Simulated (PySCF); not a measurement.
## TDDFT excited states: C2H10N2OSi2

Species: C2H10N2OSi2.
SMILES: `N[Si@@H]1COC[SiH2]N1`

Computed, not measured: TDDFT CAM-B3LYP/def2-SVPD, vertical, gas phase, core orbitals frozen in the response (PySCF). One conformer (not necessarily the lowest) at the GFN2-xTB geometry, without solvent, vibrations or thermal averaging.

What does the calculation give for the low-lying excited states?

```tsv
state	E (eV)	E (hartree)	f	main configurations (H = HOMO, L = LUMO)
S1	5.93	0.2181	0.0019	H→L+1 (60%), H→L+3 (11%), H→L (11%)
S2	6.27	0.2303	0.0054	H→L (35%), H→L+2 (22%), H-1→L (20%)
S3	6.45	0.2370	0.027	H-2→L (24%), H→L+2 (17%), H-2→L+1 (17%)
S4	6.58	0.2419	0.024	H→L+2 (42%), H-1→L (22%), H→L+1 (12%)
S5	6.78	0.2490	0.015	H-2→L (26%), H→L (24%), H-1→L+1 (21%)
S6	7.03	0.2583	0.0096	H→L+4 (29%), H→L+3 (28%), H-1→L+1 (13%)
S7	7.16	0.2632	0.034	H-1→L+2 (38%), H-1→L+1 (14%), H-1→L (13%)
S8	7.28	0.2675	0.0049	H-2→L+1 (44%), H-2→L (13%), H→L+3 (11%)
```

Triplets (Tamm–Dancoff): T1 5.53 eV, H→L+1 (60%), H→L+3 (12%), H→L (8%); T2 6.00 eV, H-1→L (25%), H→L (25%), H-1→L+1 (20%); T3 6.13 eV, H-2→L (36%), H-2→L+1 (30%), H-1→L (14%).

The lowest singlet comes at 209 nm (573 kJ/mol) in the ultraviolet; it is very weak; its leading configuration is HOMO→LUMO+1 (60%). The most intense listed level is S7 at 7.16 eV (173 nm, f = 0.034), 1.23 eV above S1. Löwdin shares by element: HOMO oxygen 40%, carbon 22%, nitrogen 8% or more (atoms not listed hold the other 30%); LUMO silicon 37%, hydrogen 27% or more (atoms not listed hold the other 36%). Orbital energies (eV): HOMO-3 -10.28, HOMO-2 -8.98, HOMO-1 -8.78, HOMO -7.89, LUMO 0.99, LUMO+1 1.23, LUMO+2 1.48. The listed states span 1.34 eV, and the widest gap between neighbours is 0.33 eV (S1 to S2). Of the 8 states listed, 4 reach f = 0.01 and none stays under 0.0005. No computed singlet lies in the visible range (380 to 750 nm); the lowest, at 209 nm, stands 2.67 eV above its violet end (3.26 eV). The window holds the lowest 8 singlets.

The run took 98 s on Arm Neoverse N1, one thread, no GPU, shared host, and the process peaked at 1.0 GiB of memory.
